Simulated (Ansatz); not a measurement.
Predict a relaxed structure of GeFH3 (GeH3F), charge 0, singlet, at PBE-D4/def2-TZVP (Ansatz).


```tsv
atom	x (Å)	y (Å)	z (Å)
Ge1	0.0047	-0.0312	-0.0900
F2	-0.0818	0.5471	1.5760
H3	-1.4275	-0.4676	-0.4682
H4	1.0015	-1.2106	-0.0841
H5	0.5032	1.1623	-0.9338
```
Point group C3v (tolerance 0.1 Å). This is one stationary point.
